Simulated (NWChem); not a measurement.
# EMIM (C6H11N2 cation); SMILES c1[n+](cn(CC)c1)C

```xyz
19

C      0.3154    -2.8566     0.7150
C      0.2718    -2.0252    -0.5516
N     -0.0658    -0.6186    -0.2962
C     -1.3124    -0.1364     0.0216
C     -1.1851     1.2074     0.2182
N      0.1387     1.5194     0.0198
C      0.7206     2.8504     0.1189
C      0.7939     0.3995    -0.2885
H      1.0754    -2.4841     1.4172
H      0.5721    -3.8937     0.4565
H     -0.6576    -2.8724     1.2273
H      1.2407    -2.0294    -1.0704
H     -0.4743    -2.4079    -1.2633
H     -2.1883    -0.7784     0.0780
H     -1.9269     1.9591     0.4776
H      0.5572     3.2515     1.1279
H      1.7978     2.7892    -0.0738
H      0.2581     3.5144    -0.6234
H      1.8588     0.3290    -0.5034
```
Atoms are numbered in this order, from 1.

Computed with NWChem. Pople sets run with spherical d functions. Geometry: optimised at PBE0/def2-SVP. No frequency run checked for a minimum. COSMO at PBE/6-31G*, default radii, gas-phase geometry; f = (ε − 1)/ε scales the surface charges.

| row | f | electrostatic solvation energy (kcal/mol) |
|---|---|---|
| ε = 1.5 | 0.3333 | -17.41 |
| ε = 2.0 | 0.5000 | -26.15 |
| ε = 3.9 | 0.7436 | -38.98 |
| ε = 4.8 | 0.7917 | -41.51 |
| ε = 20.7 | 0.9517 | withheld |

Q: Fit a straight line of the last column on the one before it, predict the withheld value, and compare with the run.

A: 
1. Means of the 4 shown rows: x = 0.59215, y = -31.012. Slope Σ(x − x̄)(y − ȳ)/Σ(x − x̄)² = -7.271/0.1383 = -52.59; intercept 0.129.
2. The shown rows scatter about the line by 0.010 (root mean square); the largest residual is +0.02, at ε = 2.0.
3. At x = 0.9517 (ε = 20.7; beyond the shown range) the line gives -49.92.
4. The run gives -49.99, -0.07 from the line.
